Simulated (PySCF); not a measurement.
# Hg⁺ (mercury, charge +1) across methods

[Xe] 4f14 5d10 6p1, 2P determinant (an excited configuration). Calculation: PySCF 2.14, in aug-cc-pVDZ-PP with ECP60MDF; scalar relativity through the core potential.

```tsv
method	E (hartree)	mean ε 5d α (eV)	mean ε 5d β (eV)	mean ε 6p α (eV)	Σ⟨r²⟩ (bohr²)	⟨S²⟩
r2SCAN	-152.9233	-20.954	-20.827	-9.017	47.17	0.761
PBE0	-152.8644	-22.537	-22.399	-9.446	47.51	0.756
wB97M-V	-152.7909	-25.015	-24.900	-11.124	47.61	0.757
TPSSh	-152.8169	-21.346	-21.201	-9.033	47.47	0.757
UHF	-151.98530	-27.260	-27.172	-10.644	48.59	0.764
CAM-B3LYP	-152.8213	-23.959	-23.840	-10.441	47.55	0.756
r2SCAN0	-152.8741	-22.772	-22.654	-9.579	47.26	0.761
LDA	-152.6159	-20.834	-20.691	-8.987	47.44	0.753
```

(1) Estimate the same row for PBE.

Energies and moments cover only the electrons outside the core potential. Spin-orbit coupling, absent here, splits the open shell strongly.

Answers

(1) E (hartree) = -152.8926; mean ε 5d α (eV) = -20.649; mean ε 5d β (eV) = -20.501; mean ε 6p α (eV) = -8.864; Σ⟨r²⟩ (bohr²) = 47.51; ⟨S²⟩ = 0.754.
